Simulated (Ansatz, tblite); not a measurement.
Removing and adding an electron: the cluster Mg2O2. Total charge 0; singlet. Geometry: PBE0-D4/def2-TZVP. Ansatz, gas phase; energy differences of separate SCF runs; the oxidised species was run as a doublet alone; the reduced species was run as a doublet alone.

```xyz
4

Mg    0.6879    0.2787    0.9339
Mg   -0.6875   -0.2799   -0.9347
O     1.1056    0.2056   -0.8743
O    -1.1060   -0.2043    0.8751
```

The xTB rows come from tblite. Correlated methods freeze 4 core orbitals; core or outer-core shells of Mg are correlated, in sets that lack core-valence functions. In CCSD on the charge 1 doublet the largest single amplitude is 0.29, so its Hartree–Fock determinant may place the open shell otherwise than the density functionals do. The structure comes from a short search, and lower isomers may exist.

(1) Estimate orbital energies and vertical ionisation energies and electron affinities at: GFN1-xTB; GFN2-xTB; HF/def2-TZVPP; PBE-D4/def2-TZVP; PBE-D4/def2-TZVPD; r2SCAN-D4/def2-TZVP; r2SCAN-D4/def2-TZVPD; PBE0-D4/def2-TZVP; PBE0-D4/def2-TZVPD; MP2/def2-TZVPP; CCSD/def2-TZVPP; CCSD(T)/def2-TZVPP.

Answers

(1) 
| level | −HOMO (eV) | vertical IE (eV) | −LUMO (eV) | vertical EA (eV) | HOMO–LUMO gap (eV) | IE − EA (eV) | remarks |
| --- | --- | --- | --- | --- | --- | --- | --- |
| GFN1-xTB | 11.83 | 16.21 | 9.92 | 5.87 | 1.91 | 10.34 | – |
| GFN2-xTB | 11.45 | 15.65 | 10.10 | 6.18 | 1.35 | 9.47 | – |
| HF/def2-TZVPP | – | 6.23 | – | – | – | – | – |
| PBE-D4/def2-TZVP | 4.50 | 7.74 | 3.13 | – | 1.37 | – | – |
| PBE-D4/def2-TZVPD | 4.54 | – | 3.13 | 1.35 | 1.42 | – | HOMO above zero (-1 doublet) |
| r2SCAN-D4/def2-TZVP | 4.58 | 7.57 | 2.67 | – | 1.91 | – | – |
| r2SCAN-D4/def2-TZVPD | 4.61 | – | 2.66 | 1.32 | 1.95 | – | HOMO above zero (-1 doublet) |
| PBE0-D4/def2-TZVP | 5.81 | 7.70 | 2.41 | – | 3.40 | – | – |
| PBE0-D4/def2-TZVPD | 5.84 | – | 2.41 | 1.23 | 3.43 | – | HOMO above zero (-1 doublet) |
| MP2/def2-TZVPP | – | 8.50 | – | – | – | – | – |
| CCSD/def2-TZVPP | – | 7.89 | – | – | – | – | – |
| CCSD(T)/def2-TZVPP | – | 7.98 | – | – | – | – | – |

   A HOMO above zero means that the electron is unbound at that level or that self-interaction error raises the level; the energy of removing that electron tells which. Raw xTB energy differences between charge states are shifted by several eV; the methods need an empirical correction for them.
